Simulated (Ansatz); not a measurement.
Cost and result for the atomization energy of C₂H₈O₂Si₂ (`O[SiH](O)/C=C\[SiH3]`) (14 atoms, 13 bonds).

```xyz
14

O     0.843   -2.682   -0.696
Si    0.855   -1.050   -0.548
O     1.345   -0.553    0.943
C    -0.910   -0.548   -0.784
C    -1.484    0.525   -0.229
Si   -0.694    1.823    0.869
H     1.677   -3.150   -0.631
H     1.790   -0.453   -1.544
H     2.161   -0.054    0.994
H    -1.524   -1.193   -1.414
H    -2.542    0.695   -0.439
H     0.680    2.175    0.424
H    -1.532    3.050    0.761
H    -0.665    1.413    2.296
```

Charge 0, multiplicity 1. All single points use the PBE0-D4/def2-TZVP geometry. It is one conformer, not always the lowest. Program: Ansatz. All runs use 2 threads of an AMD EPYC 7R13 on a shared host and a share of an NVIDIA H100 80 GB. Times are those of one run each, without the atoms' runs, and a repeat can differ threefold. Electronic energies, without spin–orbit coupling; frozen cores. CCSD(T)/CBS adds CCSD(T) − MP2 in def2-TZVPP to the MP2 limit, and its time is that of the two runs behind it. T1 = 0.012; the RHF reference is unstable towards UHF. B3LYP takes the VWN-RPA correlation (the form of Gaussian; ORCA's B3LYP/G).

CCSD(T)/CBS is a level of theory with its own doubt, some kJ/mol a heavy atom from the limit and from the frozen cores, so smaller differences don't rank the functionals.

```
                             level  functions  wall time  atomization (kcal/mol)  difference from CCSD(T)/CBS  per bond
                 B2PLYP/def2-TZVPP        320      3.4 s                  1250.0                        -18.9      -1.5
 B3LYP-D4/def2-TZVPP (with forces)        320      3.5 s                  1262.5                         -6.4      -0.5
                PBE0-D4/def2-TZVPP        320      3.7 s                  1256.5                        -12.4      -1.0
   PBE-D4/def2-TZVPP (with forces)        320      3.8 s                  1276.6                          7.7       0.6
                ωB97X-V/def2-TZVPP        320      4.4 s                  1268.1                         -0.8      -0.1
r2SCAN-D4/def2-TZVPP (with forces)        320      4.6 s                  1266.1                         -2.8      -0.2
  ωB97M-V/def2-TZVPP (with forces)        320      5.5 s                  1268.4                         -0.5       0.0
                    MP2/def2-QZVPP        608      5.5 s                  1274.9                          6.0       0.5
                CCSD(T)/def2-TZVPP        320        6 s                  1234.0                        -34.9      -2.7
                 CCSD(T)/CBS(def2)          –       12 s                  1268.9                          0.0       0.0
```

In def2-TZVPP, CCSD(T) changes the Hartree–Fock value by +306.5 kcal/mol (the triples alone add +17.9 kcal/mol) and MP2 by +326.5 kcal/mol; breaking electron pairs costs correlation energy, which Hartree–Fock lacks. From PBE to PBE0 (25 % exact exchange), in def2-TZVPP and without D4, the atomization energy moves by −18.9 kcal/mol: exact exchange takes away binding that semilocal exchange gives to molecules. The D4 term adds +13.4 kcal/mol with B3LYP and +7.1 kcal/mol with PBE0; it sums over pairs of atoms, weighted by their polarisabilities, and B3LYP, whose exchange is more repulsive, gets the larger term.
